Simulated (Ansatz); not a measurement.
Geometry optimisation, Ansatz, RHF/def2-SVP.

Input:

```yaml
crystal:
  periodic: [false, false, false]
  atoms:
    - { symbol: C, position_ang: [-1.5644, -1.2075, 0.0352] }
    - { symbol: C, position_ang: [-0.2275, -0.6922, -0.2107] }
    - { symbol: C, position_ang: [0.6882, 0.3009, -0.1225] }
    - { symbol: Al, position_ang: [1.2835, 2.1347, 0.4196] }
    - { symbol: "N", position_ang: [1.0857, -0.9506, -0.6593] }
    - { symbol: H, position_ang: [-1.6862, -1.5923, 1.0353] }
    - { symbol: H, position_ang: [-1.8488, -1.9246, -0.7327] }
    - { symbol: H, position_ang: [-2.2754, -0.2892, -0.0621] }
    - { symbol: H, position_ang: [2.88682, 2.49283, 0.13172] }
    - { symbol: H, position_ang: [0.35739, 3.16645, 1.05055] }
    - { symbol: H, position_ang: [1.789, -1.5848, -1.0264] }
basis:
  gaussian: { orbitals: def2-SVP }
hamiltonian:
  xc: hf
relax:
  f_tol: 0.015
  max_steps: 40
```

Run as:

```bash
$ ansatz run input.yaml --threads 1 --pin off --max-ram 2048MiB --backend cpu --events-out ev --progress --plain --runs-dir out
```

**Question.** Where does it end, and by what steps?

**Answer.** The run converged. After 16 steps the energy has fallen by 2.103 eV; H11 moved furthest, 0.85 Å.

| step | energy less start (eV) | largest force component (eV/Å) | accepted |
| --- | --- | --- | --- |
| 0 | 0.0000 | 4.463 | yes |
| 1 | -0.5672 | 2.452 | yes |
| 2 | -0.8786 | 1.603 | yes |
| 3 | -1.1545 | 2.708 | yes |
| 4 | -1.4843 | 2.774 | yes |
| 5 | -1.7057 | 3.053 | yes |
| 6 | -1.9891 | 1.451 | yes |
| 7 | -2.0589 | 0.724 | yes |
| 8 | -2.0449 | 1.641 | no |
| 9 | -2.0958 | 0.162 | yes |
| 10 | -2.0982 | 0.132 | yes |
| 11 | -2.1015 | 0.045 | yes |
| 12 | -2.1028 | 0.059 | yes |
| 13 | -2.1001 | 0.387 | no |
| 14 | -2.1031 | 0.028 | yes |
| 15 | -2.1032 | 0.018 | yes |
| 16 | -2.1032 | 0.011 | yes |

```xyz
11
Properties=species:S:1:pos:R:3
C -1.530 -1.192 -0.031
C -0.202 -0.569 -0.183
C 0.654 0.376 -0.057
Al 1.347 2.132 0.285
N 1.019 -0.929 -0.816
H -1.445 -2.115 0.546
H -1.913 -1.456 -1.018
H -2.228 -0.520 0.465
H 2.864 2.451 0.001
H 0.372 3.219 0.881
H 1.551 -1.543 -0.212
```

Whether the end is a true minimum wasn't checked by a vibrational analysis.

The run took 80 s on 1 CPU thread of a shared host.
